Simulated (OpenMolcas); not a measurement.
Nb2+: CASPT2 settings compared

```json
{
  "Program": "OpenMolcas",
  "Basis": "ANO-RCC-VDZ [6s5p3d]",
  "Scalar Hamiltonian": "X2C, point nucleus",
  "Active space": "3 electrons in 5 orbitals (4d)",
  "State averaging": "2S+1 = 4 even, 10 roots; 2S+1 = 2 even, 40 roots kept (CI in the orbitals of an earlier block)",
  "Spin-orbit coupling": "RASSI with atomic mean-field integrals over the reference wave functions, term energies averaged over their components"
}
```

Methods on the same reference wave functions:
A. CASSCF
B. SS-CASPT2, IPEA 0.15 Eh, no level shift (closed shells correlated: 3d 4s 4p)
C. SS-CASPT2, IPEA 0.5 Eh, sigma1 regulariser 0.05 Eh (closed shells correlated: 4s 4p)
D. SS-CASPT2, IPEA 0.4 Eh, sigma2 regulariser 0.05 Eh (closed shells correlated: 3d 4s 4p)
E. MS-CASPT2, IPEA 0.4 Eh, sigma2 regulariser 0.05 Eh (closed shells correlated: 3d 4s 4p)

Energies in cm-1 above 4d3 4F 3/2, the measured ground level; measured values from the list in Shadmi, J. Res. Natl. Bur. Stand. 70A, 435 (1966).

```json
{"Level": "4d3 4F 3/2", "A": "0.0", "B": "0.0", "C": "0.0", "D": "0.0", "E": "0.0", "Measured": "0.0"}
{"Level": "4d3 4F 5/2", "A": "530", "B": "546", "C": "542", "D": "543", "E": "545", "Measured": "516"}
{"Level": "4d3 4F 7/2", "A": "1222", "B": "1246", "C": "1241", "D": "1242", "E": "1244", "Measured": "1177"}
{"Level": "4d3 4F 9/2", "A": "2037", "B": "2050", "C": "2050", "D": "2050", "E": "2050", "Measured": "1939"}
{"Level": "4d3 4P 1/2", "A": "11194", "B": "9510", "C": "9720", "D": "9650", "E": "9550", "Measured": "8664"}
{"Level": "4d3 4P 3/2", "A": "11290", "B": "9610", "C": "9830", "D": "9760", "E": "9520", "Measured": "8608"}
{"Level": "4d3 2G 7/2", "A": "11952", "B": "10880", "C": "11290", "D": "11190", "E": "11190", "Measured": "9236"}
{"Level": "4d3 4P 5/2", "A": "12036", "B": "10310", "C": "10530", "D": "10460", "E": "10450", "Measured": "9594"}
{"Level": "4d3 2G 9/2", "A": "12524", "B": "11490", "C": "11900", "D": "11800", "E": "11850", "Measured": "9804"}
{"Level": "4d3 2P 1/2", "A": "15639", "B": "14730", "C": "15130", "D": "15040", "E": "12330", "Measured": ""}
{"Level": "4d3 2H 9/2", "A": "15847", "B": "15210", "C": "15550", "D": "15460", "E": "16180", "Measured": "12916"}
{"Level": "4d3 2H 11/2", "A": "16193", "B": "15590", "C": "15930", "D": "15840", "E": "16610", "Measured": "13264"}
{"Level": "4d3 2D 5/2(1)", "A": "17674", "B": "13860", "C": "14580", "D": "14400", "E": "14410", "Measured": "13094"}
{"Level": "4d3 2F 7/2", "A": "26335", "B": "23470", "C": "24010", "D": "23850", "E": "23860", "Measured": "19861"}
{"Level": "4d3 2F 5/2", "A": "26602", "B": "23710", "C": "24260", "D": "24100", "E": "24110", "Measured": "19975"}
{"Level": "4d3 2D 5/2(2)", "A": "41039", "B": "34980", "C": "35510", "D": "35330", "E": "35340", "Measured": ""}
{"Level": "4d3 2D 3/2(2)", "A": "41350", "B": "35280", "C": "35810", "D": "35620", "E": "35720", "Measured": ""}
```

Deviations, from unrounded energies. A percentage is the sum of absolute deviations over the sum of measured energies, with the sign that they share, or ± where signs differ.

| Against measurement | Levels | A | B | C | D | E |
| --- | --- | --- | --- | --- | --- | --- |
| mean absolute deviation (cm-1) | 13 | 2800 | 1400 | 1800 | 1700 | 1800 |
| fine structure of the ground term (%) | 3 | +4.3 | +5.9 | +5.6 | +5.7 | +5.8 |
| other terms of the ground configuration (%) | 10 | +29.3 | +14.9 | +18.1 | +17.2 | +18.2 |

B lies closest to measurement on these levels and A furthest from it. The largest miss of B in the table is 4d3 2F 5/2, by +3700 cm-1. The ranking rests on the paired levels alone, and a cruder setting can come out closer through cancelling errors.

Among B to E the level of the table that moves most is 4d3 2P 1/2, by 2800 cm-1 (lowest in E, highest in C). Moves below CASPT2's spread within the term are not significant.

The mean deviations of B to E differ by less than CASPT2's widest spread within a term (1400 cm-1), so their order carries little weight.

From A to B the spin-free energies of the other terms of 4d3 shown, above 4F, scale by factors of 0.76 to 0.96, as is usual when dynamic correlation screens the repulsion within a d or f shell.

The lowest spin-free term lies below A's lowest term by 0.104 hartree in B, 0.090 hartree in C, 0.102 hartree in D, 0.102 hartree in E.

CASPT2 breaks the degeneracy within a term, and the mean is taken; among the terms shown or strongly mixed into the levels shown the widest spread is 1400 cm-1 (4d3 2H, B). Over all roots computed the reference weight is 0.87 to 0.98 in B; the roots of lowest weight are the least certain, and an intruder state may touch them. Levels of configurations with an s electron are missing; early in the row they begin among the upper levels of the d shell and mix with terms of their name. Terms from blocks run as CI alone lack orbitals of their own. Without dynamic correlation excited terms often stand tens of per cent too high (terms of higher spin than the ground term too low), and those without a measured partner can miss by more than the paired ones (holds for A). The CASPT2 spread within a term exceeds the gap to the next term for 4d3 2P and 4d3 2H, so the order of their levels is uncertain (holds for B; C; D). Some terms miss by over 15 % even with CASPT2, which points to a basis or an active space too small for the shells correlated (holds for B; C; D; E). Some levels mix across a computed gap that differs much from the measured one, so their mixing is not that of the real levels (holds for E). Measured partners are found by configuration, term and J. A level has none where our copy of the source lacks it or the pairing is in doubt (some pairs that miss far off the trend of their configuration count as doubtful), and it then counts in no deviation. Levels of configurations outside the active space are missing. The table leaves out levels that lie high or whose names do not pair safely across all columns.

A number in round brackets counts repeated terms of one configuration in the order of the reference energies.
